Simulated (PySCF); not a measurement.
Mapped SMILES: `[NH2:1][Si@@:2]([OH:3])([SiH3:4])[PH2:5]`; H(Xn) means a hydrogen on atom n.

Geometry: PBE0-D3(BJ)/def2-SVP; GIAO shifts from PySCF 2.14, gas phase, non-relativistic, averaged over equivalent atoms.

At KT2/pcSseg-1 (146 basis functions, 18 s wall time on 1 thread of an Arm Neoverse V1, shared host):
```tsv
atoms	δ (ppm)
N1	54.3
Si2	2.5
Si4	-109.3
O3	104.6
P5	-248.6
H(Si4)	3.48
H(P5)	1.80
H(O3)	1.48
H(N1)	1.41
```

δ = σ(ref) − σ, references computed at the same level: ¹⁵N (σref 264.30) against NH3; ²⁹Si (σref 361.05), ¹H (σref 31.18) against TMS; ¹⁷O (σref 330.66) vs H2O; ³¹P (σref 325.43) against H3PO4.

Predict the values at WP04/pcSseg-1 on the same geometry.

Answers


```
 atoms  δ at WP04/pcSseg-1  change
    N1                36.9   -17.4
   Si2                -1.5    -4.0
   Si4               -87.9   +21.4
    O3                70.8   -33.8
    P5              -218.0   +30.6
H(Si4)                2.97   -0.51
 H(P5)                1.40   -0.40
 H(O3)                1.40   -0.08
 H(N1)                1.18   -0.23
```

Shifts are taken against calculated references (same method and geometry level): NH3 for ¹⁵N (246.90 ppm); ²⁹Si (338.69 ppm) and ¹H (31.56 ppm) against TMS; ¹⁷O (317.54 ppm) against H2O; H3PO4 for ³¹P (299.29 ppm).

The largest change is at O3 (oxygen bonded to Si, H). Cost: 146 basis functions, 23 s wall time on 1 thread of an Arm Neoverse N1, shared host.

Experimental scales use liquid or dissolved standards, which lie at an offset from isolated NH3 (liquid NH3: subtract about 20 ppm) and H2O (liquid H2O: subtract about 36 ppm) and H3PO4.
